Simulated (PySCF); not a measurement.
Computed with PySCF with PBE-D3(BJ)/def2-TZVP // BP86-D3(BJ)/def2-SVP. All species are isolated molecules in the gas phase. One relaxed conformer stands for a flexible species; it need not be the lowest. 

Reference species: [Zr(NH2)4] (neutral, multiplicity 1).

```yaml
LUMO: -0.85 eV
coordination_number: 4
HOMO: -5.34 eV
```

After one change: the LUMO falls by 0.86 eV; the coordination number stays essentially unchanged; the HOMO decreases by 0.08 eV.

Task: What was changed between the two runs? The new species is one of these.
A) [W(=O)(NH2)4]
B) [Mo(=O)2(NH2)2]
C) [Mo(=O)(NH2)4]
D) [Ti(NH2)4]

Result: D, [Ti(NH2)4]
